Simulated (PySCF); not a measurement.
C2H11NOSi2.
Geometry (PBE0-D3(BJ)/def2-SVP, Å), atoms numbered from 1 in this order:
```
atom  x, y, z in Å
C1    -2.9735   -0.6035    0.0580
C2    -2.1689    0.6599   -0.1681
O3    -0.8591    0.5593    0.3386
Si4    0.4253   -0.1683   -0.4426
Si5    2.3422    0.3409    0.7970
N6     3.7000   -0.2664   -0.1070
H7    -4.0087   -0.4725   -0.2932
H8    -2.5383   -1.4584   -0.4828
H9    -2.9996   -0.8550    1.1288
H10   -2.6500    1.5095    0.3448
H11   -2.1495    0.9104   -1.2475
H12    0.2414   -1.6526   -0.5632
H13    0.5257    0.3602   -1.8478
H14    2.3458    1.8148    1.1008
H15    2.3267   -0.3688    2.1131
H16    4.6035   -0.3315    0.3503
H17    3.8193    0.0362   -1.0679
```

Computed with PySCF at PBE0/pcSseg-1 and CAM-B3LYP/def2-SVPD, non-relativistic, on one gas-phase PBE0-D3(BJ)/def2-SVP geometry that isn't relaxed in the solvent. The solvent is an IEF-PCM continuum (cavity from Bondi-type radii × 1.2). The model holds no explicit solvent molecules, cavitation or dispersion.

Gas phase at PBE0/pcSseg-1: HOMO -7.23 eV, LUMO -0.24 eV, dipole 1.17 D.

What does the continuum do to the energy, the frontier levels and the dipole at PBE0/pcSseg-1 in cyclohexane and chloroform?

```tsv
solvent	ε	E(solvent) − E(gas) (kcal/mol)	polarisation term (kcal/mol)	distortion of the solute (kcal/mol)	HOMO (eV)	LUMO (eV)	dipole (D)
cyclohexane	2.017	-1.84	-1.91	0.07	-7.20	-0.21	1.31
chloroform	4.711	-3.41	-3.67	0.26	-7.20	-0.20	1.46
```

Polarisation term: ½ Σ q·V over the induced surface charges. Distortion: the rise of the solute's own energy as its density leaves the gas-phase optimum. From cyclohexane to chloroform the lowering changes by a factor 1.85, Onsager's factor (ε − 1)/(2ε + 1) by 1.76 and ε itself by 2.3.

Which radius a makes the point-dipole formula ΔE = −[(ε − 1)/(2ε + 1)]·μ²/a³ give the value in chloroform, with the gas-phase dipole?

μ = 0.460 au and |ΔE| = 0.00543 Eh give a = 1.27 Å; the farthest nucleus lies 4.63 Å from the centroid of the nuclei, so such a sphere wouldn't even hold the nuclei. The formula assumes a rigid point dipole at the centre of a sphere.

Give the dipole vector in the frame of the coordinates (D, pointing from negative to positive charge), gas and chloroform.

Gas (0.44, 0.22, -1.06), solvent (0.51, 0.25, -1.35). Its length changes by +25 % and its direction by 2°.

Which Mulliken charges (PBE0/pcSseg-1) respond most in chloroform (means over atoms taken as equivalent)?

| atoms | environment | gas (e) | solvent (e) | change |
| --- | --- | --- | --- | --- |
| N6 | silicon-bound nitrogen | -0.645 | -0.661 | -0.016 |
| O3 | silyl ether oxygen | -0.650 | -0.665 | -0.015 |
| H16/H17 | N–H hydrogen | +0.201 | +0.216 | +0.015 |
| H14/H15 | Si–H hydrogen | -0.092 | -0.101 | -0.009 |
| C1 | methyl carbon | -0.323 | -0.330 | -0.007 |
| H10/H11 | methylene hydrogen | +0.108 | +0.115 | +0.007 |
| Si5 | SiH2 silicon | +0.436 | +0.443 | +0.007 |
| C2 | sp3 carbon bound to oxygen | +0.045 | +0.040 | -0.005 |

Gas phase at CAM-B3LYP/def2-SVPD: HOMO -8.64 eV, LUMO 0.55 eV, dipole 1.06 D.

What does the continuum do to the energy, the frontier levels and the dipole at CAM-B3LYP/def2-SVPD in chloroform?

```tsv
solvent	ε	E(solvent) − E(gas) (kcal/mol)	polarisation term (kcal/mol)	distortion of the solute (kcal/mol)	HOMO (eV)	LUMO (eV)	dipole (D)
chloroform	4.711	-3.23	-3.54	0.31	-8.61	0.64	1.39
```

How does the static polarisability (CAM-B3LYP/def2-SVPD, frozen core, with the continuum's full static response) change?

```csv
medium,isotropic (au),principal values (au),⟨r²⟩ of the electrons (bohr²)
gas,94.3,"83.3, 87.0, 112.6",1510.9
chloroform,115.3,"105.5, 110.1, 130.4",1509.6
```

The isotropic value in chloroform is 1.22 times the gas-phase one; no cavity-field correction is applied. ⟨r²⟩ is taken about the centre of nuclear charge.

The run took 41 s wall on Arm Neoverse N1, one thread, on a shared host, and the process peaked at 0.94 GiB of memory. This is the whole shielding run at PBE0/pcSseg-1 in chloroform, SCF included.
